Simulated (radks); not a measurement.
The numbers below are computed, except where a source is named.
Q: Species: Mg3+. Configuration: [He] 2s2 2p5. Level of theory: non-relativistic Kohn-Sham, HCTH/407, spin-polarised, spherical densities, point nucleus; open shells are filled with parallel spins first (a radial shooting solver on a logarithmic mesh with Libxc functionals). Some entries of the table are withheld. Estimate them.

orbital  occ.  eigenvalue (Ry)  <r> (bohr)
1s up       1        -96.61227         (1)
1s down     1        -96.51952         (2)
2s up       1         -9.63242      0.6686
2s down     1         -9.41706      0.6739
2p up       3         -7.25531      0.6350
2p down     2         -7.01102      0.6446

A: 
(1) 1s up <r> (bohr): 0.1310
(2) 1s down <r> (bohr): 0.1309
